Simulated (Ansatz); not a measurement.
Computed with Ansatz on PBE0-D4/def2-TZVP structures; ΔE is electronic, products minus reactants. CCSD(T)/CBS is the MP2 limit (def2-TZVPP, def2-QZVPP) plus CCSD(T) − MP2 in def2-TZVPP, frozen cores. DFT in def2-TZVPP. For As outer-core shells are correlated without core-valence functions, which leaves a few kJ/mol of doubt a bond. Scalar relativity is left out up to krypton. One conformer a species, not always the lowest.

`PO[AsH2]` + `CSB(F)F` → `CS[AsH2]` + `FB(F)OP`  (redistribution)

| species | LDA (SPW92) energy (Eh) |
| --- | --- |
| `PO[AsH2]` | -2649.77575 |
| `CSB(F)F` | -659.62961 |
| `CS[AsH2]` | -2670.15307 |
| `FB(F)OP` | -639.29203 |

(1) Work out ΔE.

(2) What do rigid-rotor, harmonic-oscillator terms from PBE0-D4/def2-TZVP frequencies (298.15 K, 1 bar) make of the CCSD(T)/CBS value? (An estimate is asked.)

Largest T1 diagnostic among the species: 0.013.

## Answers

(1) ΔE = (-2670.15307) + (-639.29203) − (-2649.77575) − (-659.62961) = -0.03974 Eh = -104.3 kJ/mol. CCSD(T)/CBS gives -103.9 kJ/mol.

(2) The calculation gave: ΔZPE = +1.7 kJ/mol, ΔH = -102.4 kJ/mol, ΔS = 2 J/(mol·K), ΔG = -103.1 kJ/mol. Modes under 50 cm⁻¹ make the entropy rough.

From r2SCAN to r2SCAN0 (25 % exact exchange), in def2-TZVPP and without D4, ΔE moves by −6.9 kJ/mol. Leaving LDA and LC-ωPBE aside and taking each functional with its dispersion term where it has one, the values, not all of them listed here, spread over 15.8 kJ/mol, from BHLYP-D4 to revPBE-D4. LDA lies −6.2 kJ/mol from PBE without D4. At CCSD(T), def2-SVP lies −8.1 kJ/mol from the extrapolated value and def2-TZVPP +0.5 kJ/mol.
